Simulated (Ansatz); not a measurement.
`[Cl][Ga]([Br])[Br]` + NH₃ → `[NH2][Ga]([Cl])[Br]` + HBr at 298.15 K and 1 bar (ligand exchange at a Ga–Br bond).

Program: Ansatz. Geometries: PBE0-D4/def2-TZVP. ΔE: electronic, gas phase. CBS: MP2 limit from def2 TZ/QZ plus the TZ coupled-cluster correction, frozen cores. This one scheme is used for every species. For Br, Ga outer-core shells are correlated without core-valence functions, which leaves a few kJ/mol of doubt a bond. Scalar relativity is left out up to krypton. Each species was taken in one conformer, which may not be the lowest.

```
              species  CCSD(T)/CBS energy (Eh)  H − E (kJ/mol)  S (J/(mol·K))
 `[Cl][Ga]([Br])[Br]`              -7530.52317            26.7          358.0
                  NH₃                -56.50880           100.5          192.4
`[NH2][Ga]([Cl])[Br]`              -5013.08446            92.3          366.4
                  HBr              -2573.91920            24.6          198.6
```

H − E and S are ideal-gas, rigid-rotor, harmonic terms from PBE0-D4/def2-TZVP, for one conformer and one mirror image of each species. 1 Eh = 2625.50 kJ/mol, R = 8.31446 J/(mol·K).

**Question.** By hand: ΔE, ΔH, ΔS and ΔG.

**Answer.** ΔE = (-5013.08446) + (-2573.91920) − (-7530.52317) − (-56.50880) = 0.02831 Eh = 74.3 kJ/mol. Δ(H − E) = 92.3 + 24.6 − 26.7 − 100.5 = -10.3, so ΔH = 64.0 kJ/mol. ΔS = 366.4 + 198.6 − 358.0 − 192.4 = 14.6 J/(mol·K). ΔG = 64.0 − 298.15 × (14.6)/1000 = 59.6 kJ/mol.

**Question.** By hand: the equilibrium constant, and the temperature at which ΔG would vanish if ΔH and ΔS stayed fixed.

**Answer.** log₁₀ K = −ΔG/(RT ln 10) = -10.4. ΔG = 0 at ΔH/ΔS = 4384 K, far beyond where these terms or the molecules hold.

The number of gas molecules stays the same, so ΔS is small and ΔH decides. A doubt of 5 kJ/mol in ΔE shifts log₁₀ K by 0.9 here. Other conformers and mirror images would add mixing entropy, several J/(mol·K) or more a flexible species. Modes under 60 cm⁻¹, often nearly free rotors, make the harmonic entropy too high. These are equilibria of isolated gas molecules and say nothing of rates. Largest T1 diagnostic: 0.010 (customary marks: 0.02 for closed shells, 0.045 for open ones).
